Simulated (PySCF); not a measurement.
PySCF job for C4H6OSe, SMILES O=C1CC[C@@H]1[SeH], PBE-D3(BJ)/def2-SVP. Coordinates come from a PBE-D3(BJ)/def2-SVP optimisation. The structure was generated by enumeration; whether it is a known compound was not checked. One conformer was computed; it need not be the lowest.

```python
import numpy as np
from pyscf import gto, scf, dft, df
from pyscf.hessian import thermo

mol = gto.M(
    atom='''
    O    -0.60056852    2.36621571    0.01087997
    C    -0.94337352    1.20904617   -0.00793996
    C    -2.08145004    0.40657414    0.64386971
    C    -1.67107675   -0.80680781   -0.24064336
    C    -0.42472599   -0.03213353   -0.75886321
    Se    1.25795281   -0.66602379    0.07430830
    H    -1.92733219    0.26615910    1.73356740
    H    -3.09315276    0.83365028    0.48992497
    H    -2.39166843   -1.02139011   -1.05320374
    H    -1.46212115   -1.74862737    0.30118629
    H    -0.28660741    0.06481234   -1.85428616
    H     1.91879260    0.66040515   -0.04924961
    ''',
    basis='def2-SVP',
    charge=0,
    spin=0,
    max_memory=1600,
    verbose=3,
)
mf = dft.RKS(mol, xc='pbe').density_fit(auxbasis='def2-universal-jkfit')
mf.disp = 'd3bj'
mf.grids.level = 3
mf.conv_tol = 1e-11
mf.max_cycle = 100
mf.kernel()

# analytic Hessian; the response equations are solved on a coarser grid
h, args, fine = mf.Hessian(), (mf.mo_energy, mf.mo_coeff, mf.mo_occ), mf.grids
h.max_memory = max(150, 2.5e-5 * df.make_auxmol(mol, mf.with_df.auxbasis).nao * mol.nelec[0] * (mol.nelec[0] + mol.nao))  # MB; small integral blocks
h1ao = h.make_h1(mf.mo_coeff, mf.mo_occ)
mf.grids = dft.Grids(mol).set(level=1).build(with_non0tab=True)
mo1, mo_e1 = h.solve_mo1(*args, h1ao)
mf.grids = fine
hess = h.hess_elec(*args, mo1, mo_e1, h1ao) + h.hess_nuc()
if mf.do_disp():
    hess += h.get_dispersion()
for i in range(mol.natm):  # the analytic DFT Hessian lacks the response of the grid: restore translational invariance
    hess[i, i] -= hess[i].sum(axis=0)
hess = (hess + hess.transpose(1, 0, 3, 2)) / 2
vib = thermo.harmonic_analysis(mol, hess, imaginary_freq=False)
thermo.dump_normal_mode(mol, vib)
th = thermo.thermo(mf, vib['freq_au'][vib['freq_au'] > 0], 298.15, 101325)
thermo.dump_thermo(mol, th)
g0 = mf.nuc_grad_method().set(verbose=0).kernel()

# dipole derivatives [dipole axis, atom, xyz] from the same response
r, irp = mol.intor('int1e_r'), mol.intor('int1e_irp').reshape(3, 3, mol.nao, mol.nao)
sl, dm0, ok = mol.aoslice_by_atom(), np.array(mf.make_rdm1()), []
dmu = np.einsum('a,xt->xat', mol.atom_charges(), np.eye(3))
for a, (_, _, p0, p1) in enumerate(sl):
    dmu[:, a] += 2 * np.einsum('xtij,ij->xt', irp[:, :, :, p0:p1], dm0.reshape(-1, mol.nao, mol.nao).sum(0)[:, p0:p1])
    for u, c, occ, f in [(mo1, mf.mo_coeff, mf.mo_occ, 4)]:
        dmu[:, a] -= f * np.einsum('tui,xuv,vi->xt', u[a], r, c[:, occ > 0], optimize=True)
L = vib['norm_mode']
ir = 974.8801 * (np.einsum('xat,kat->kx', dmu, L) ** 2).sum(1)       # km/mol
apt = np.einsum('xax->a', dmu) / 3
print('mode   freq/cm-1   IR/(km/mol)')
for k, w in enumerate(vib['freq_wavenumber']):
    print(f'{k + 1:4d} {w:11.2f} {ir[k]:13.3f}')
print('max |gradient| / (hartree/bohr):', abs(g0).max())
print('APT charges:', apt.round(4))
```

Output:

```
converged SCF energy = -2631.68662526347

WARN: DFTD3 does not support analytical Hessian, using finite difference


WARN: Mole.unit (angstrom) is changed to Bohr

Mode                                 0                   1                   2
Irrep
Freq [cm^-1]                       52.9194            126.0247            188.9141
Reduced mass [au]                   2.6719              6.4515              1.3306
Force const [Dyne/A]                0.0044              0.0604              0.0280
Char temp [K]                      76.1392            181.3215            271.8054
Normal mode                   x     y     z       x     y     z       x     y     z
       0   O                 0.07 -0.04  0.06    0.13 -0.08  0.02    0.02  0.00  0.04
       1   C                -0.02 -0.01  0.00    0.05 -0.06 -0.02    0.02  0.00 -0.01
       2   C                -0.12  0.06 -0.09    0.05 -0.03  0.02    0.02 -0.02 -0.02
       3   C                -0.02 -0.03  0.07   -0.03 -0.03 -0.02    0.07 -0.03  0.02
       4   C                -0.02 -0.04  0.05   -0.03 -0.06 -0.06    0.02  0.02 -0.04
       5  Se                 0.02  0.01 -0.02   -0.03  0.04  0.01   -0.03  0.01  0.01
       6   H                -0.31  0.16 -0.05    0.10 -0.05  0.01   -0.05  0.02 -0.00
       7   H                -0.09  0.06 -0.30    0.06 -0.00  0.08    0.02 -0.05 -0.10
       8   H                 0.03 -0.18  0.06   -0.07  0.02  0.01    0.07 -0.13  0.05
       9   H                 0.01  0.06  0.21   -0.04 -0.05 -0.05    0.15  0.01  0.06
      10   H                -0.07 -0.06  0.04   -0.03 -0.09 -0.06    0.01 -0.01 -0.04
      11   H                -0.06  0.05  0.01   -0.17  0.12  0.12    0.31 -0.23 -0.72
Mode                                 3                   4                   5
Irrep
Freq [cm^-1]                      248.4854            406.4744            473.3073
Reduced mass [au]                   1.9235              3.3229              2.5395
[...]
Reduced mass [au]                   1.6736              2.5689              1.7354
Force const [Dyne/A]                0.8799              1.4537              1.1051
Char temp [K]                    1359.1415           1410.0503           1495.7925
Normal mode                   x     y     z       x     y     z       x     y     z
       0   O                -0.01 -0.01 -0.01    0.00 -0.04  0.00    0.02 -0.00 -0.01
       1   C                 0.05 -0.02  0.07   -0.05 -0.00 -0.04   -0.11  0.03  0.04
       2   C                -0.01  0.01 -0.09    0.11 -0.06 -0.04    0.02 -0.01 -0.01
       3   C                 0.08  0.03  0.06    0.01  0.11 -0.00    0.00 -0.06  0.04
       4   C                -0.08 -0.01 -0.04   -0.09  0.04  0.09    0.09  0.05 -0.07
       5  Se                 0.00 -0.00  0.01    0.00 -0.00 -0.00    0.00 -0.00  0.00
       6   H                 0.19  0.02 -0.12   -0.10 -0.30 -0.05   -0.07 -0.17 -0.01
       7   H                -0.10 -0.16  0.07    0.18  0.05 -0.18    0.16  0.35  0.04
       8   H                 0.14  0.26 -0.06    0.10 -0.01 -0.05    0.15  0.05 -0.12
       9   H                -0.12 -0.09 -0.08    0.00  0.20  0.15   -0.44 -0.06  0.23
      10   H                -0.58  0.09 -0.09   -0.07 -0.28  0.08   -0.17 -0.01 -0.12
      11   H                 0.01 -0.00  0.00    0.02 -0.01  0.01   -0.13  0.06 -0.06
Mode                                15                  16                  17
Irrep
Freq [cm^-1]                     1055.2128           1086.6160           1145.5091
Reduced mass [au]                   2.9760              1.5210              1.4122
Force const [Dyne/A]                1.9524              1.0581              1.0918
Char temp [K]                    1518.2163           1563.3985           1648.1326
Normal mode                   x     y     z       x     y     z       x     y     z
       0   O                -0.02  0.01  0.03    0.01  0.01  0.01    0.01  0.01 -0.01
       1   C                 0.12 -0.04 -0.16   -0.04  0.02 -0.07   -0.00  0.01  0.01
       2   C                -0.06 -0.01  0.05    0.04  0.00  0.06   -0.04 -0.12 -0.02
       3   C                -0.03 -0.03  0.05   -0.02  0.03 -0.06   -0.05  0.04 -0.00
       4   C                -0.01  0.08  0.02    0.06 -0.10  0.03    0.07  0.03  0.02
       5  Se                 0.00 -0.00  0.00   -0.00  0.00  0.00   -0.00 -0.00  0.00
       6   H                -0.10 -0.21  0.03   -0.15 -0.01  0.09    0.18  0.37  0.02
       7   H                 0.01  0.17  0.07    0.01 -0.12 -0.10    0.16  0.37 -0.01
       8   H                 0.29 -0.01 -0.23   -0.03 -0.15 -0.01   -0.09 -0.06  0.06
       9   H                -0.01 -0.10 -0.07    0.01  0.13  0.09    0.32  0.01 -0.20
      10   H                -0.13  0.07  0.01   -0.54  0.48 -0.01   -0.35 -0.26 -0.06
      11   H                -0.09  0.04 -0.03    0.04 -0.02  0.01   -0.01  0.00 -0.01
Mode                                18                  19                  20
Irrep
Freq [cm^-1]                     1170.8087           1193.2377           1222.5218
Reduced mass [au]                   1.1732              1.5944              1.6462
Force const [Dyne/A]                0.9475              1.3375              1.4495
Char temp [K]                    1684.5331           1716.8034           1758.9367
Normal mode                   x     y     z       x     y     z       x     y     z
       0   O                -0.01 -0.01 -0.01   -0.01 -0.03 -0.00   -0.01  0.00  0.01
       1   C                 0.04 -0.01  0.03    0.01 -0.01  0.01    0.06 -0.02 -0.04
       2   C                 0.02 -0.02  0.05    0.04  0.10  0.00   -0.06 -0.03  0.03
       3   C                -0.04  0.01 -0.05   -0.05 -0.05 -0.03    0.10 -0.03 -0.09
       4   C                -0.01  0.05 -0.01    0.08  0.09  0.02   -0.02  0.04  0.04
       5  Se                 0.00 -0.00  0.00   -0.00 -0.00  0.00   -0.00  0.00  0.00
       6   H                 0.10  0.49  0.11   -0.17 -0.22 -0.01    0.03  0.07  0.03
       7   H                -0.08 -0.33 -0.10   -0.16 -0.33  0.05   -0.00  0.11  0.03
       8   H                 0.32 -0.21 -0.32   -0.18 -0.06  0.08   -0.42  0.10  0.33
       9   H                -0.25  0.16  0.29    0.14 -0.06 -0.11   -0.36  0.10  0.30
      10   H                -0.01 -0.19 -0.04   -0.34 -0.42 -0.08   -0.11 -0.12  0.02
      11   H                -0.02  0.01 -0.01   -0.05  0.02 -0.02    0.01 -0.00  0.00
Mode                                21                  22                  23
Irrep
Freq [cm^-1]                     1347.6168           1406.4313           1848.0840
Reduced mass [au]                   1.0951              1.1029             12.7691
Force const [Dyne/A]                1.1718              1.2854             25.6954
Char temp [K]                    1938.9205           2023.5416           2658.9814
Normal mode                   x     y     z       x     y     z       x     y     z
       0   O                -0.00 -0.00  0.00   -0.00 -0.01 -0.00    0.04  0.14  0.00
       1   C                 0.01 -0.00 -0.01    0.00  0.00 -0.00   -0.07 -0.22 -0.00
       2   C                 0.05 -0.03 -0.06    0.02 -0.00 -0.01    0.01  0.01 -0.00
       3   C                 0.00 -0.00 -0.00    0.03  0.08  0.02    0.00  0.01  0.00
       4   C                -0.01 -0.00  0.00   -0.00  0.01  0.01    0.00  0.01  0.00
       5  Se                 0.00  0.00  0.00   -0.00  0.00 -0.00   -0.00  0.00 -0.00
       6   H                -0.59  0.28  0.09   -0.10  0.05  0.01   -0.01 -0.01 -0.00
       7   H                -0.06  0.03  0.66   -0.01 -0.00  0.12   -0.01 -0.03  0.01
       8   H                 0.01  0.13 -0.04    0.00 -0.63  0.20    0.01 -0.01  0.01
       9   H                 0.08  0.07  0.08   -0.43 -0.29 -0.40   -0.00  0.01 -0.01
      10   H                 0.02  0.02  0.01    0.01 -0.01  0.01   -0.00 -0.03  0.00
      11   H                 0.01 -0.00  0.00   -0.00  0.00  0.01    0.00 -0.01  0.00
Mode                                24                  25                  26
Irrep
Freq [cm^-1]                     2345.7373           3003.3522           3017.3936
Reduced mass [au]                   1.0206              1.0605              1.0621
Force const [Dyne/A]                3.3087              5.6360              5.6975
Char temp [K]                    3374.9938           4321.1551           4341.3575
Normal mode                   x     y     z       x     y     z       x     y     z
       0   O                -0.00 -0.00 -0.00    0.00  0.00  0.00   -0.00 -0.00  0.00
       1   C                 0.00  0.00  0.00    0.00  0.00 -0.00    0.00  0.00 -0.00
       2   C                 0.00  0.00  0.00   -0.04  0.01  0.05   -0.00  0.00  0.01
       3   C                 0.00 -0.00  0.00    0.00  0.01 -0.00   -0.03 -0.06 -0.02
       4   C                 0.00  0.00 -0.00    0.00 -0.00  0.00   -0.00 -0.00  0.02
       5  Se                 0.01  0.01 -0.00    0.00 -0.00 -0.00   -0.00 -0.00 -0.00
       6   H                 0.00  0.00  0.00   -0.12  0.10 -0.70   -0.02  0.01 -0.09
       7   H                -0.00 -0.00 -0.00    0.58 -0.25  0.11    0.03 -0.01  0.01
       8   H                 0.00 -0.00 -0.00   -0.05 -0.01 -0.05    0.45  0.12  0.52
       9   H                -0.00  0.00 -0.00    0.02 -0.07  0.04   -0.13  0.52 -0.32
      10   H                -0.00  0.00 -0.00    0.00  0.00 -0.03    0.03  0.02 -0.22
      11   H                -0.44 -0.88  0.08   -0.00 -0.00  0.00    0.00  0.00 -0.00
Mode                                27                  28                  29
Irrep
Freq [cm^-1]                     3032.5943           3063.7030           3080.6990
Reduced mass [au]                   1.0880              1.1081              1.1091
Force const [Dyne/A]                5.8954              6.1281              6.2018
Char temp [K]                    4363.2280           4407.9866           4432.4399
Normal mode                   x     y     z       x     y     z       x     y     z
       0   O                 0.00  0.00 -0.00   -0.00 -0.00 -0.00    0.00  0.00 -0.00
       1   C                -0.00 -0.00 -0.00    0.00  0.00 -0.00    0.00 -0.00  0.00
       2   C                 0.00 -0.00 -0.00   -0.06  0.03 -0.06    0.02 -0.01  0.02
       3   C                 0.00  0.02 -0.00    0.01 -0.02  0.02    0.04 -0.04  0.06
       4   C                -0.01 -0.01  0.08   -0.00 -0.00  0.00   -0.00 -0.00  0.00
       5  Se                -0.00  0.00 -0.00   -0.00  0.00  0.00   -0.00 -0.00 -0.00
       6   H                 0.00 -0.00  0.03    0.08 -0.08  0.58   -0.03  0.03 -0.21
       7   H                -0.04  0.02 -0.01    0.61 -0.25  0.09   -0.21  0.09 -0.03
       8   H                -0.08 -0.02 -0.09   -0.13 -0.04 -0.14   -0.40 -0.12 -0.45
       9   H                 0.04 -0.16  0.10   -0.05  0.21 -0.12   -0.12  0.55 -0.32
      10   H                 0.13  0.07 -0.91    0.01  0.00 -0.04    0.01  0.00 -0.05
      11   H                 0.00 -0.00  0.00    0.00  0.00 -0.00    0.00  0.00 -0.00
temperature 298.1500 [K]
pressure 101325.00 [Pa]
Rotational constants [GHz] 4.16142 1.53703 1.23720
Symmetry number 1
Zero-point energy (ZPE) 0.08640 [Eh]   226854.061 [J/mol]
                           tot       elec      trans        rot        vib
Entropy [J/mol/K]       354.642      0.000    171.159    117.563     65.920
Cv [J/mol/K]             99.542      0.000     12.472     12.472     74.598
Cp [J/mol/K]            107.856      0.000     20.786     12.472     74.598
Internal energy [J/mol]                      3718.434   3718.434 237426.109
Internal energy [Eh]   -2631.59336  -2631.68663
Enthalpy [J/mol]                             6197.391   3718.434 237426.109
Enthalpy [Eh]          -2631.59242
Gibbs free energy [J/mol]                  -44833.569 -31332.881 217771.942
Gibbs free energy [Eh] -2631.63269
mode   freq/cm-1   IR/(km/mol)
   1       52.92         5.144
   2      126.02         1.034
   3      188.91        11.195
   4      248.49         1.438
   5      406.47         1.047
   6      473.31         3.135
   7      556.34         0.127
   8      663.55         2.542
   9      694.15         4.272
  10      763.00         0.915
  11      840.73         1.172
  12      929.32         2.676
  13      944.65         1.159
  14      980.03         2.204
  15     1039.63        25.030
  16     1055.21        86.946
  17     1086.62         6.913
  18     1145.51         5.533
  19     1170.81         1.169
  20     1193.24         5.115
  21     1222.52        17.507
  22     1347.62        12.172
  23     1406.43         5.810
  24     1848.08       247.517
  25     2345.74        11.566
  26     3003.35         4.405
  27     3017.39        13.453
  28     3032.59         4.631
  29     3063.70         1.031
  30     3080.70         6.374
max |gradient| / (hartree/bohr): 5.2473644635632455e-05
APT charges: [-0.6234  0.8223 -0.1212  0.028  -0.1083 -0.0255  0.0288  0.0253 -0.0155
  0.0081 -0.0173 -0.0012]
```

The run converged.
